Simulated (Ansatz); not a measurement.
Reaction (cleavage of the Si–Si bond): `O[SiH]([SiH3])[SeH]` + `OC([SiH3])S` → `[SiH3]OC([SiH3])S` + `O[SiH2][SeH]`

Calculated with Ansatz (gas phase, PBE0-D4/def2-TZVP geometries, no zero-point term in ΔE). CBS: MP2 limit from def2 TZ/QZ plus the TZ coupled-cluster correction, frozen cores. DFT in def2-TZVPP. For Se outer-core shells are correlated without core-valence functions, which leaves a few kJ/mol of doubt a bond. Scalar relativity is left out up to krypton. Each species was taken in one conformer, which may not be the lowest.

| species | ωB97X-V energy (Eh) |
| --- | --- |
| `O[SiH]([SiH3])[SeH]` | -3059.15705 |
| `OC([SiH3])S` | -804.52878 |
| `[SiH3]OC([SiH3])S` | -1095.22552 |
| `O[SiH2][SeH]` | -2768.49815 |

Task: Work out ΔE.

Result: ΔE = (-1095.22552) + (-2768.49815) − (-3059.15705) − (-804.52878) = -0.03784 Eh = -23.7 kcal/mol. CCSD(T)/CBS gives -24.2 kcal/mol.

Largest T1 diagnostic among the species: 0.012.

From PBE to PBE0 (25 % exact exchange), in def2-TZVPP and without D4, ΔE moves by −1.8 kcal/mol. In def2-TZVPP, CCSD(T) changes the Hartree–Fock value by +4.8 kcal/mol (the triples alone add +0.5 kcal/mol) and MP2 by +2.8 kcal/mol.
